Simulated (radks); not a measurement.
The table gives one normalised radial function P(r) = r R(r) of Cl4+ in [Ne] 3s2 3p1 (r in bohr). Calculated with a radial shooting solver on a logarithmic mesh with Libxc functionals: scalar-relativistic Kohn-Sham, exchange-only r2SCAN, spin-unpolarised, spherical densities, finite nucleus; meta-GGA in the generalised Kohn-Sham scheme; Fermi nuclear charge, rms radius 3.3654 fm.

r,P
0.003821,0.0250
0.004976,0.0319
0.006428,0.0400
0.008303,0.0500
0.01081,0.0621
0.01397,0.0756
0.01804,0.0905
0.02349,0.1062
0.03035,0.1199
0.0392,0.1291
0.05063,0.1295
0.06593,0.1152
0.08517,0.0813
0.11,0.0243
0.1433,-0.0567
0.1851,-0.1440
0.239,-0.2145
0.3113,-0.2327
0.4021,-0.1656
0.5194,-0.0091
0.6763,0.2018
0.8736,0.3623
1.128,0.3561
1.469,0.1140
1.898,-0.2671
2.452,-0.5562
3.193,-0.6411
4.124,-0.4890
5.327,-0.2340
6.937,-0.0625
8.961,-0.0089

Which n and l does it have? It may be an empty orbital.

Answer. n = 4, l = 0: the number of nodes gives n - l - 1 = 3, the rise at small r (about r^(l+1)) gives l, and the extent must fit the shell. The curve is that of 4s. 4s (empty): eigenvalue -25.596 eV, 3 radial nodes at r = 0.120, 0.526, 1.59 bohr, <r> = 3.22 bohr, 90 % of the charge inside 4.62 bohr.
